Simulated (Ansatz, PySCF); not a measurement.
Breaking the B1–H3 bond in ammonia borane (SMILES [BH3-][NH3+]) (multiplicity 1 held, fragments rigid). Energies count from the point at 1.208 Å.
Geometry at that point (charge 0, multiplicity 1):
```xyz
8

B     -0.9203     0.1316    -0.0195
N      0.7209    -0.1031     0.0153
H     -1.3246    -0.6219    -0.8730
H     -1.0623     1.2986    -0.2980
H     -1.2988    -0.1498     1.0928
H      0.9452    -1.0672     0.2439
H      1.1584     0.4938     0.7113
H      1.1375     0.1100    -0.8865
```

Unrestricted levels (U-) break spin symmetry where that is lower. Active spaces are followed from a long bond inwards. Curves can end on different states.

Frozen-core correlation. Rows in 3-21G, 6-31G* carry no dispersion term and start afresh at each structure (6-31G* with six Cartesian d functions).

Programs: Ansatz (Gaussian orbitals); PySCF for 3-21G rows, 6-31G* rows. Values without a source in brackets are computed.

Energies in kJ/mol.

```csv
R (Å),R-HF/3-21G,U-r2SCAN/cc-pVTZ,R-B3LYP/6-31G*,U-wB97X-V/cc-pVTZ,"FIC-MRCISD on CASSCF(2,2)/cc-pVTZ","FIC-MRCISD+Q on CASSCF(2,2)/cc-pVTZ"
0.967,102,94,99,97,96,95
1.087,21,19,20,20,20,19
1.208,0,0,0,0,0,0
1.329,13,12,12,11,11,12
1.450,43,40,41,40,39,40
1.631,102,95,97,96,94,95
1.812,167,155,158,158,152,154
2.114,274,246,252,255,240,243
2.416,371,321,333,340,311,315
2.779,471,369,409,405,371,377
3.262,582,403,485,443,417,423
3.866,689,423,549,457,438,445
```

Doubts at one or more of the structures used: a restricted determinant that unrestricted orbitals would lower (R-HF/3-21G, R-B3LYP/6-31G*); a spin-contaminated determinant (U-r2SCAN/cc-pVTZ, U-wB97X-V/cc-pVTZ).

Ansatz is a quantum-chemistry and plane-wave program.
